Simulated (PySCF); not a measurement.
methylenecyclopropane (C4H6), singlet, geometry from GFN2-xTB, with bond 7-3 at 1.8 times its length; HF/6-31G* in PySCF.

Here is a job for PySCF.
```python
from pyscf import gto, scf

mol = gto.M(
    atom='''
C    -0.001293   -0.002752    0.320815
C     0.004760   -0.750843   -0.937433
C     0.002744    0.766812   -0.924425
C    -0.006562   -0.013963    1.627915
H    -0.897060   -1.263299   -1.242085
H     0.910337   -1.260961   -1.234780
H     1.630326    1.698391   -1.443792
H    -0.900441    1.282018   -1.220268
H    -0.007627   -0.936362    2.186569
H    -0.010064    0.898719    2.202298
''',
    basis='6-31g*',
    charge=0,
    spin=0,
    verbose=4,
)

mf = scf.RHF(mol)
mf.kernel()
mo_i, mo_e, stable_i, stable_e = mf.stability(internal=True, external=True, return_status=True, nroots=6, tol=1e-6)
print('internally stable:', stable_i, ' externally stable:', stable_e)
if not stable_e:
    umf = mf.to_uhf() if not hasattr(mf, 'xc') else mf.to_uks()
    umf.scf_summary = {}
    umf.kernel(umf.make_rdm1(mo_e, umf.mo_occ))
mf.analyze()
```

Output, abridged:

```
PySCF version 2.14.0

[INPUT] verbose = 4
[INPUT] num. atoms = 10
[INPUT] num. electrons = 30
[INPUT] charge = 0
[INPUT] spin (= nelec alpha-beta = 2S) = 0
[INPUT] symmetry False subgroup None
[INPUT] Mole.unit = angstrom
[INPUT] Symbol           X                Y                Z      unit          X                Y                Z       unit  Magmom
[INPUT]  1 C     -0.001293000000  -0.002752000000   0.320815000000 AA   -0.002443415879  -0.005200526295   0.606252486652 Bohr   0.0
[INPUT]  2 C      0.004760000000  -0.750843000000  -0.937433000000 AA    0.008995096353  -1.418887632547  -1.771491630129 Bohr   0.0
[INPUT]  3 C      0.002744000000   0.766812000000  -0.924425000000 AA    0.005185408486   1.449064669030  -1.746910072701 Bohr   0.0
[INPUT]  4 C     -0.006562000000  -0.013963000000   1.627915000000 AA   -0.012400382829  -0.026386245877   3.076313504071 Bohr   0.0
[INPUT]  5 H     -0.897060000000  -1.263299000000  -1.242085000000 AA   -1.695197717302  -2.387289123437  -2.347200473430 Bohr   0.0
[INPUT]  6 H      0.910337000000  -1.260961000000  -1.234780000000 AA    1.720287611058  -2.382870943758  -2.333396024090 Bohr   0.0
[INPUT]  7 H      1.630326000000   1.698391000000  -1.443792000000 AA    3.080869633758   3.209493842426  -2.728371460838 Bohr   0.0
[INPUT]  8 H     -0.900441000000   1.282018000000  -1.220268000000 AA   -1.701586881329   2.422662906763  -2.305972318571 Bohr   0.0
[INPUT]  9 H     -0.007627000000  -0.936362000000   2.186569000000 AA   -0.014412941152  -1.769467733450   4.132016562464 Bohr   0.0
[INPUT] 10 H     -0.010064000000   0.898719000000   2.202298000000 AA   -0.019018203718   1.698332772943   4.161740064677 Bohr   0.0

nuclear repulsion = 107.630907725089
number of shells = 36
number of NR pGTOs = 132
number of NR cGTOs = 68
basis = 6-31g*
ecp = {}

******** <class 'pyscf.scf.hf.RHF'> ********
method = RHF
initial guess = minao
damping factor = 0
level_shift factor = 0
DIIS = <class 'pyscf.scf.diis.CDIIS'>
diis_start_cycle = 1
diis_space = 8
diis_damp = 0
SCF conv_tol = 1e-09
SCF conv_tol_grad = None
SCF max_cycles = 50
direct_scf = True
direct_scf_tol = 1e-13
Set gradient conv threshold to 3.16228e-05
Initial guess from minao.
init E= -155.560492605961
cycle= 1 E= -154.690770291184  delta_E= 0.87  |g|= 0.346  |ddm|= 2.71
cycle= 2 E= -154.735012281548  delta_E= -0.0442  |g|= 0.125  |ddm|= 0.463
cycle= 3 E= -154.739864757725  delta_E= -0.00485  |g|= 0.0684  |ddm|= 0.159
cycle= 4 E= -154.741379958587  delta_E= -0.00152  |g|= 0.00967  |ddm|= 0.0873
cycle= 5 E= -154.741423711046  delta_E= -4.38e-05  |g|= 0.00319  |ddm|= 0.0149
cycle= 6 E= -154.741432256824  delta_E= -8.55e-06  |g|= 0.000972  |ddm|= 0.00727
cycle= 7 E= -154.741432964792  delta_E= -7.08e-07  |g|= 0.00028  |ddm|= 0.00238
cycle= 8 E= -154.741433015891  delta_E= -5.11e-08  |g|= 0.000103  |ddm|= 0.000686
cycle= 9 E= -154.741433022784  delta_E= -6.89e-09  |g|= 2.99e-05  |ddm|= 0.000236
cycle= 10 E= -154.741433023557  delta_E= -7.73e-10  |g|= 9.79e-06  |ddm|= 9.09e-05
Extra cycle  E= -154.741433023622  delta_E= -6.48e-11  |g|= 4.43e-06  |ddm|= 1.91e-05
converged SCF energy = -154.741433023622
rhf_internal: lowest eigs of H = [0.9385332  0.99295098 1.05425855 1.26175931 1.33481962 1.43413072]
<class 'pyscf.scf.hf.RHF'> wavefunction is stable in the internal stability analysis
rhf_real2complex: lowest eigs of H = [0.17248251 0.21626753 0.22546305 0.25549832 0.31568206 0.32330846]
<class 'pyscf.scf.hf.RHF'> wavefunction is stable in the real -> complex stability analysis
rhf_external: lowest eigs of H = [-0.10415788  0.00910678  0.16962394  0.20708625  0.24885032  0.26838922]
<class 'pyscf.scf.hf.RHF'> wavefunction has an RHF/RKS -> UHF/UKS instability
internally stable: True  externally stable: False

******** <class 'pyscf.scf.uhf.UHF'> ********
method = UHF
initial guess = minao
damping factor = 0
level_shift factor = 0
DIIS = <class 'pyscf.scf.diis.CDIIS'>
diis_start_cycle = 1
diis_space = 8
diis_damp = 0
SCF conv_tol = 1e-09
SCF conv_tol_grad = None
SCF max_cycles = 50
direct_scf = True
direct_scf_tol = 1e-13
number electrons alpha = 15  beta = 15
Set gradient conv threshold to 3.16228e-05
init E= -154.59199983642
cycle= 1 E= -154.729586576125  delta_E= -0.138  |g|= 0.158  |ddm|= 0.525
cycle= 2 E= -154.75664704538  delta_E= -0.0271  |g|= 0.0603  |ddm|= 0.275
cycle= 3 E= -154.761219818443  delta_E= -0.00457  |g|= 0.028  |ddm|= 0.098
cycle= 4 E= -154.762619113585  delta_E= -0.0014  |g|= 0.00948  |ddm|= 0.0704
cycle= 5 E= -154.762841286195  delta_E= -0.000222  |g|= 0.00683  |ddm|= 0.0222
cycle= 6 E= -154.762997130233  delta_E= -0.000156  |g|= 0.00606  |ddm|= 0.0156
cycle= 7 E= -154.763242540027  delta_E= -0.000245  |g|= 0.00503  |ddm|= 0.0278
cycle= 8 E= -154.763550303934  delta_E= -0.000308  |g|= 0.00301  |ddm|= 0.0496
cycle= 9 E= -154.763653036706  delta_E= -0.000103  |g|= 0.000986  |ddm|= 0.0448
cycle= 10 E= -154.763653579012  delta_E= -5.42e-07  |g|= 0.000616  |ddm|= 0.0068
cycle= 11 E= -154.76365635674  delta_E= -2.78e-06  |g|= 0.000277  |ddm|= 0.00809
cycle= 12 E= -154.763656687504  delta_E= -3.31e-07  |g|= 0.000105  |ddm|= 0.00166
cycle= 13 E= -154.763656706984  delta_E= -1.95e-08  |g|= 4.69e-05  |ddm|= 0.000453
cycle= 14 E= -154.763656713789  delta_E= -6.81e-09  |g|= 2.8e-05  |ddm|= 0.000702
cycle= 15 E= -154.763656718899  delta_E= -5.11e-09  |g|= 9.19e-06  |ddm|= 0.000297
cycle= 16 E= -154.763656719119  delta_E= -2.2e-10  |g|= 3.56e-06  |ddm|= 4.1e-05
Extra cycle  E= -154.763656719134  delta_E= -1.45e-11  |g|= 2.02e-06  |ddm|= 5.97e-06
converged SCF energy = -154.763656719134  <S^2> = 0.76129262  2S+1 = 2.0112609
**** SCF Summaries ****
Total Energy =                        -154.741433023622079
Nuclear Repulsion Energy =             107.630907725089429
One-electron Energy =                 -420.253609453278955
Two-electron Energy =                  157.881268704567447
Two-electron Coulomb Energy =          180.562471345056679
DFT Exchange-Correlation Energy =      -22.681202640489232
**** MO energy ****
MO #1   energy= -11.2964481258792  occ= 2
MO #2   energy= -11.2516524814685  occ= 2
MO #3   energy= -11.2424573796494  occ= 2
MO #4   energy= -11.2317044374916  occ= 2
MO #5   energy= -1.1626733996924   occ= 2
MO #6   energy= -0.986821476525796 occ= 2
MO #7   energy= -0.821608232759234 occ= 2
MO #8   energy= -0.728781939242064 occ= 2
MO #9   energy= -0.655249814733719 occ= 2
MO #10  energy= -0.616229971949275 occ= 2
MO #11  energy= -0.599609928182961 occ= 2
MO #12  energy= -0.467460574317782 occ= 2
MO #13  energy= -0.444041590073223 occ= 2
MO #14  energy= -0.396040555945119 occ= 2
MO #15  energy= -0.344749633522084 occ= 2
MO #16  energy= 0.0709014220622661 occ= 0
MO #17  energy= 0.199511886703148  occ= 0
MO #18  energy= 0.272391029073404  occ= 0
MO #19  energy= 0.283283959708655  occ= 0
MO #20  energy= 0.286075781764888  occ= 0
MO #21  energy= 0.309840605654369  occ= 0
MO #22  energy= 0.350241479724577  occ= 0
MO #23  energy= 0.38083243097596   occ= 0
 ** Mulliken pop on meta-lowdin orthogonal AOs  **
 ** Mulliken pop  **
 ** Mulliken atomic charges  **
charge of    0C =      0.00934
charge of    1C =     -0.18672
charge of    2C =     -0.10602
charge of    3C =     -0.21022
charge of    4H =      0.10750
charge of    5H =      0.12016
charge of    6H =     -0.08227
charge of    7H =      0.12785
charge of    8H =      0.10894
charge of    9H =      0.11144
Dipole moment(X, Y, Z, Debye): -0.98016, -0.92427,  0.37354
```
